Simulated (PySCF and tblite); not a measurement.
Results of a calculation; reference values are marked as such.
Conformers and averaged properties: C6H11Cl, numbered as in [Cl:1][CH:2]1[CH2:3][CH2:4][CH2:5][CH2:6][CH2:7]1

Free energies: PBE0-D3(BJ)/def2-TZVP on PBE0-D3(BJ)/def2-SVP structures plus GFN2-xTB thermal terms, symmetry and mirror images included. Conformers within 4 kcal/mol (GFN2-xTB free energy) were kept, 5 at most. GIAO shieldings: PBE0/pcSseg-1. Shifts are against TMS (¹H), TMS (¹³C) at the same level; of two unlike H on one atom, a is the less shielded. (PySCF 2.14, tblite 0.8.)

The 6-ring runs over atoms 2–3–4–5–6–7.

| conformer | shape | symmetry | E(GFN2) kcal/mol | E(DFT) kcal/mol | G(298.15 K) kcal/mol | weight % | dipole D |
| --- | --- | --- | --- | --- | --- | --- | --- |
| 1 | 6-ring chair (all substituents equatorial) | Cs | 0.00 | 0.00 | 0.00 | 69.1 | 2.42 |
| 2 | 6-ring chair (Cl1 axial) | Cs | 0.50 | 0.37 | 0.48 | 30.9 | 2.10 |

Weights (%) against temperature:

| T (K) | 1 | 2 | S(mix) cal/mol/K |
| --- | --- | --- | --- |
| 200 | 74.6 | 25.4 | 1.13 |
| 250 | 71.3 | 28.7 | 1.19 |
| 298.15 | 69.1 | 30.9 | 1.23 |
| 350 | 67.4 | 32.6 | 1.25 |
| 400 | 66.2 | 33.8 | 1.27 |

Averaged shifts at 298.15 K. ¹H: 3.61 (H2, 1H), 1.80 (H3a/H7a, 2H), 1.73 (H4a/H6a, 2H), 1.45 (H3b/H7b, 2H), 1.33 (H5a, 1H), 1.21 (H5b, 1H), 1.20 (H4b/H6b, 2H) ppm. ¹³C: 64.1 (C2), 38.6 (C3/C7), 27.4 (C5), 26.6 (C4/C6) ppm.

Coordinates of conformer 1 (Å):

```xyz
18

Cl   -2.999    0.805   -0.334
C    -1.369    0.295    0.239
C    -0.362    1.407    0.004
C     1.030    0.977    0.461
C     1.462   -0.323   -0.210
C     0.434   -1.428    0.015
C    -0.958   -0.999   -0.443
H    -1.487    0.123    1.321
H    -0.349    1.642   -1.075
H    -0.687    2.321    0.525
H     1.028    0.838    1.557
H     1.754    1.781    0.254
H     1.576   -0.150   -1.295
H     2.450   -0.637    0.161
H     0.732   -2.349   -0.511
H     0.403   -1.683    1.090
H    -0.963   -0.833   -1.534
H    -1.704   -1.782   -0.236
```

Shifts are unscaled: against experiment ¹³C can be off by 15 ppm or more and ¹H by 0.8 ppm.

Search and properties took 100 s on 1 thread of Arm Neoverse V1, on a host shared with other jobs (rough), launched as `OMP_NUM_THREADS=1 python ens_run.py task.json out`.
